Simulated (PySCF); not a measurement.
**LuCl3(NH3) at several levels of theory**

Computed with PySCF 2.14.0 (density fitting, no spin-orbit coupling) at the geometry relaxed with PBE0:

```xyz
8
LuCl3(NH3) (singlet)
Lu    0.0040   -0.0040    0.0040
Cl    1.1415    1.7846    1.1415
Cl   -1.7846   -1.1415    1.1415
Cl    1.1415   -1.1415   -1.7846
N    -1.3551    1.3551   -1.3551
H    -1.9640    1.9640   -0.8036
H    -0.8036    1.9640   -1.9640
H    -1.9640    0.8036   -1.9640
```

| level | basis | state | HOMO (eV) | gap (eV) | charge on Lu1 (e) | population of f-type functions on Lu1 (core shells left out) | dipole about the centre of mass (D) | largest force component (eV/Å) |
| --- | --- | --- | --- | --- | --- | --- | --- | --- |
| PBE0 | Lu def2-SVP with ECP28, Cl def2-SVP, N def2-SVP, H def2-SVP | singlet | -8.34 | 7.40 | 0.80 | 14.05 | 5.93 | 0.02 |
| M06-L | the same | singlet | -7.30 | 6.23 | 1.00 | 14.04 | 5.82 | 0.12 |
| HF | the same | singlet | -11.60 | 12.99 | 1.18 | 14.06 | 6.00 | 0.58 |

Charges are Mulliken's, which hang on the basis. The relaxation used the grid (50, 194), these runs (75, 302) or, all-electron (x2c bases, spin-free X2C Hamiltonian), (99, 590).

Q: What does PBE0 with Lu def2-TZVP with ECP28, Cl def2-TZVP, N def2-TZVP, H def2-TZVP give here?

A: state singlet, HOMO (eV) -8.54, gap (eV) 7.41, charge on Lu1 (e) 1.26, population of f-type functions on Lu1 (core shells left out) 14.03, dipole about the centre of mass (D) 5.76, largest force component (eV/Å) 0.22. Time: 37 s on 4 threads of Arm Neoverse V1, on a shared host, from free ions and atoms.

In the first row's basis the gap widens with exact exchange: 6.2 eV for M06-L (none); 7.4 eV for PBE0 (a fixed share); 13.0 eV for Hartree–Fock (rising or full at long range).
